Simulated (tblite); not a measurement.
Run record: tight-binding relaxation, `O=C1CCB(Cl)CC1`.

Computed with GFN2-xTB geometry optimisation, gas phase (tblite 0.8.0). Start geometry: from a force field or distance geometry. The input is one job of a driver script: a line of settings, then coordinates in Å.

Command:
```bash
OMP_NUM_THREADS=1 python probes_run.py task.json out
```

Input:
```
{"job": {"kind": "relax", "xc": "GFN2-xTB", "basis": "xTB"}, "charge": 0, "multiplicity": 1}
O     -0.140600    -1.412500    -1.929900
C     -0.184900    -0.967600    -0.799600
C      1.085800    -1.005200     0.045100
C      1.473900     0.387800     0.507100
B      0.294700     1.355900     0.031400
Cl     0.337100     2.018600    -1.717500
C     -1.145900     0.901000     0.517500
C     -1.422200    -0.402800    -0.190900
H      1.908000    -1.405500    -0.604700
H      0.982900    -1.723300     0.889600
H      2.427500     0.737500     0.128300
H      1.408900     0.408000     1.623200
H     -1.896500     1.673800     0.332900
H     -1.061700     0.672600     1.619900
H     -1.920100    -1.089400     0.522200
H     -2.154500    -0.139800    -0.985800
```

Output:
```
step      E/eV     max force
  0    -669.95682    2.645
  1    -670.27675    1.793
  2    -670.41779    1.662
  3    -670.49255    0.543
  4    -670.51848    0.351
  5    -670.54273    0.349
  6    -670.55889    0.336
  7    -670.56971    0.284
  8    -670.57648    0.275
  9    -670.58342    0.201
... (120 lines left out)
130    -671.03402    0.057
131    -671.03419    0.052
132    -671.03427    0.017
133    -671.03432    0.029
134    -671.03437    0.029
135    -671.03440    0.018
136    -671.03442    0.021
137    -671.03443    0.015
138    -671.03445    0.010
139    -671.03445    0.006
```

«max force» is the largest atomic force in eV/Å.

Question: From which step on does the largest force stay under 0.1 eV/Å, and how much energy is left to gain from there?

Answer: From step 126 (0.048 eV/Å), 1.2 meV above the end.

Summary of the converged run: energy lowered by 24.9 kcal/mol over 139 steps; largest atomic force 0.006 eV/Å at the end.

Question: Where do the atoms end?

Answer: 1.118 Å rms from the input after alignment:
```
atom  x, y, z in Å
O1    -0.4731   -2.5992   -0.6275
C2    -0.2637   -1.4447   -0.3471
C3     1.0666   -0.9914    0.2117
C4     1.4212    0.4673   -0.1005
B5     0.2637    1.4494    0.3427
Cl6    0.5609    3.0829    0.7245
C7    -1.1863    0.8221    0.4079
C8    -1.3185   -0.3779   -0.5373
H9     1.8377   -1.6770   -0.1454
H10    1.0002   -1.1220    1.2962
H11    1.5731    0.5614   -1.1808
H12    2.3865    0.7038    0.3511
H13   -1.9789    1.5394    0.1865
H14   -1.3794    0.4797    1.4300
H15   -2.2995   -0.8496   -0.4516
H16   -1.2181   -0.0352   -1.5717
```

Hardware: an Arm Neoverse N1 with one thread (shared host). Cost: 1.7 s.
Labels such as C1 count atoms from 1, the log's own numbers from 0.
